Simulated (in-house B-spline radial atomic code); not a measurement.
## Ionising Pd IV (Pd3+) with different functionals

Computed with a radial B-spline atomic code at the basis-set limit: four-component Dirac-Coulomb Hamiltonian, Fermi nucleus of rms radius 4.5318 fm, spin-restricted, spherical fractional occupations for the functionals, and exact exchange of hybrids averaged over the configuration. The ionisation energy is the difference of two self-consistent energies, [Kr] 4d7 → [Kr] 4d6, without Breit or QED terms; ε is the level of the shell that loses the electron (mean over j). The electron is taken from both j subshells in proportion to 2j + 1, so the result is a j average, not the step between ground levels.

```csv
method,rung,ΔSCF (eV),-ε(4d) (eV)
BHandHLYP,global hybrid,48.99,45.83
B3LYP,global hybrid,49.30,43.41
CAM-B3LYP,range-separated hybrid,?,?
HSE06,range-separated hybrid,?,?
```

What does CAM-B3LYP give?

ΔSCF 49.25 eV, and -ε(4d) = 45.31 eV.

What does HSE06 give?

ΔSCF 49.22 eV, and -ε(4d) = 43.36 eV.

Among the functionals, which spreads more, the ΔSCF values or the orbital energies?

The orbital energies: ΔSCF values span about 0.31 eV and the orbital energies 2.47 eV; here energy differences depend much less on the functional than eigenvalues do.

How do they compare with the NIST value?

NIST lists 46 eV ± 1.7 (tabulated theory, ground level to ground level). Errors run from +2.99 to +3.30 eV; all lie within about twice that uncertainty, so the table can't rank the methods.
